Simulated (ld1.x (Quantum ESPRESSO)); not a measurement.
**Ranking PAW potentials for Mo**

All share these settings but for the change named:

ld1.x (Quantum ESPRESSO) 7.5 input, shortened:

```
&input
   title='Mo', zed=42., rel=1, dft='PBE', iswitch=3,
   config='[Kr] 4d4 4f-2 5s0 5p0'
 /
 &inputp
   pseudotype=3, lpaw=.true., tm=.true., lloc=-1, rcloc=3.25,
   nlcc=.false.,
   which_augfun='BESSEL', rmatch_augfun=1.85
 /
8
5S  1  0   0.00   0.00  1.90  2.60  0.0
5S  1  0   0.00  -0.70  1.90  2.60  0.0
5P  2  1   0.00   0.00  2.70  3.45  0.0
5P  2  1   0.00  -0.20  2.70  3.45  0.0
4D  3  2   4.00   0.00  2.15  2.40  0.0
4D  3  2   0.00  -0.70  2.15  2.40  0.0
4F  4  3  -2.00  -0.10  2.80  3.70  0.0
4F  4  3  -2.00   1.35  2.80  3.70  0.0
 &test
   configts(1)='4d4 5s0 5p0'
 /
```

Cutoff: the first of the cutoffs (Ry, on a coarse ladder) from which the occupation-weighted sum of valence levels, in a spherical-Bessel basis at the reference potential, stays within 10 and 1 mRy of its value at 400 Ry; the density cutoff is not measured.

The base gives 18 Ry.

Of 12 variants that were run, those that failed, showed a ghost or another fault, or gave nearly equal values are left out.

A variant can come out equal or close to the base.

(1) Rank these variants from softest to hardest (loose cutoff).
A. local potential all-electron potential smoothed inside 3.76 bohr (lloc = -1)
B. type TM; waves now 5s (bound): rc 2.60 bohr; 5p (bound): rc 3.45 bohr; 4d (bound): rc 2.40 bohr; 4f channel at -0.1 Ry: rc 3.70 bohr; local potential all-electron potential smoothed inside 2.90 bohr (lloc = -1); core correction none
C. waves 4d (bound): rcut 2.15, rcutus 3.54 bohr; 4d channel at -0.7 Ry: rcut 2.15, rcutus 3.54 bohr
D. all radii but the core radius scaled by about 1.29 (s 3.36, p 4.46, d 3.10, f 4.80 bohr, rcut 2.46/3.50/2.78/3.62); local potential all-electron potential smoothed inside 4.20 bohr (lloc = -1); augmentation BESSEL, radius 2.40 bohr

Answers

(1) C (8 Ry), D (10 Ry), A (18 Ry), B (35 Ry).
